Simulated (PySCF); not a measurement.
# C6H6OS: calculation and literature

Structure with atom numbers: `[CH3:1][C:2](=[O:3])[c:4]1[cH:5][cH:6][cH:7][s:8]1`. Each H is labelled by its parent atom.

Published estimates (parent shift plus substituent increments) and measurements: δ 1H H(C5) 7.69; H(C7) 7.63; H(C6) 7.12 ppm (estimated from measurements, as parent shift plus tabulated substituent increment; solution, not stated per compound (mostly CDCl3 or CCl4); Pretsch, Buehlmann, Badertscher, Structure Determination of Organic Compounds, 4th ed. (2009)).

Non-relativistic Hamiltonian, gas phase, one conformer, one averaged value for each set of equivalent atoms. σ from GIAO-KT3/pcSseg-2; PBE0-D3(BJ)/def2-TZVP geometry; PySCF.

Q: How close does the calculation come?

A: 
Reference values: estimated from measurements, as parent shift plus tabulated substituent increment (solution, not stated per compound (mostly CDCl3 or CCl4); Pretsch, Buehlmann, Badertscher, Structure Determination of Organic Compounds, 4th ed. (2009)).
```csv
atoms,quantity,reference,computed,"computed, scaled"
H(C5),δ 1H,7.69,8.14,7.96
H(C7),δ 1H,7.63,7.36,7.20
H(C6),δ 1H,7.12,7.24,7.08
```

Computed shifts are σ(ref) − σ with the named reference compound (TMS for H and C) calculated as an isolated molecule at the same level. The measured values may be among those fitted. Scaled to experiment by linear calibration (H and C: mostly CDCl3 data, vs TMS): 1H (scatter 0.14 ppm rms, 0.16 ppm with the 4 outliers that the fit left out). Occasional misses reach two or three times the rms, and more in compound classes unlike the fitted ones.

Q: How far are the unscaled 1H shifts from the references?

A: Mean signed difference +0.10 ppm, mean absolute 0.28 ppm over 3 comparisons; the largest is +0.45 ppm at H(C5) (hydrogen on an aromatic CH).
